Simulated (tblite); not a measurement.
Run record: tight-binding relaxation, `F[CH2][Ge@H]1[CH2]C=CS[CH2]1`.

Computed with GFN2-xTB geometry optimisation, gas phase (tblite 0.8.0). Start geometry: from a force field or distance geometry. A driver script takes a list of jobs; this job's settings line and coordinates (Å) are shown.

Command:
```bash
OMP_NUM_THREADS=1 python probes_run.py task.json out
```

Input:
```
{"job": {"kind": "relax", "xc": "GFN2-xTB", "basis": "xTB"}, "charge": 0, "multiplicity": 1}
F     -3.128300    -0.718800    -0.900200
C     -1.951000    -0.014300    -1.053900
Ge    -0.740200    -0.599000     0.349400
C      1.005900    -1.094300    -0.272500
C      1.800500     0.001500    -0.823700
C      1.894100     1.129000    -0.150000
S      1.159700     1.464200     1.410900
C     -0.436500     0.745000     1.714500
H     -2.193600     1.054400    -0.867900
H     -1.588700    -0.167100    -2.051900
H     -1.376300    -1.848000     1.018400
H      1.558900    -1.501400     0.617600
H      0.858800    -1.850200    -1.047400
H      2.279200    -0.165300    -1.799400
H      2.500500     1.933100    -0.611600
H     -1.289600     1.481700     1.780400
H     -0.360400     0.161600     2.677600
```

Output:
```
step      E/eV     max force
  0    -683.48523    2.213
  1    -683.72208    1.215
  2    -683.82045    0.716
  3    -683.87406    0.841
  4    -683.94680    0.835
  5    -684.00574    0.701
  6    -684.03797    0.397
  7    -684.05267    0.272
  8    -684.06067    0.234
  9    -684.06977    0.248
... (150 lines left out)
160    -684.16679    0.025
161    -684.16687    0.024
162    -684.16699    0.035
163    -684.16706    0.032
164    -684.16712    0.023
165    -684.16717    0.014
166    -684.16722    0.022
167    -684.16725    0.021
168    -684.16727    0.012
169    -684.16729    0.007
```

«max force» is the largest atomic force in eV/Å.

**Question.** From which step on does the largest force stay under 0.1 eV/Å, and how much energy is left to gain from there?

**Answer.** From step 146 (0.059 eV/Å), 4.0 meV above the end.

Main results: energy lowered by 15.7 kcal/mol over 169 steps; largest atomic force 0.007 eV/Å at the end.

**Question.** Where do the atoms end?

**Answer.** 0.572 Å rms from the input after alignment:
```
atom  x, y, z in Å
F1    -3.1839    0.1902   -0.4015
C2    -2.0298   -0.2025   -1.0452
Ge3   -0.7230   -0.8019    0.3509
C4     1.0933   -1.1230   -0.4223
C5     1.7116    0.1864   -0.7601
C6     1.8938    1.1612    0.1240
S7     1.3784    1.0623    1.8088
C8    -0.4088    0.7104    1.5979
H9    -1.6661    0.6648   -1.6021
H10   -2.3093   -0.9890   -1.7478
H11   -1.2795   -2.0196    1.0640
H12    1.6720   -1.6032    0.3698
H13    1.0735   -1.7858   -1.2842
H14    2.0170    0.3491   -1.7852
H15    2.4054    2.0790   -0.1194
H16   -0.8780    1.6260    1.2405
H17   -0.7739    0.5076    2.6019
```

**Question.** Estimate the wall time. Hardware: an Arm Neoverse V1 with one thread (shared host).

**Answer.** About 1.4 s.
Labels such as C1 count atoms from 1, the log's own numbers from 0.
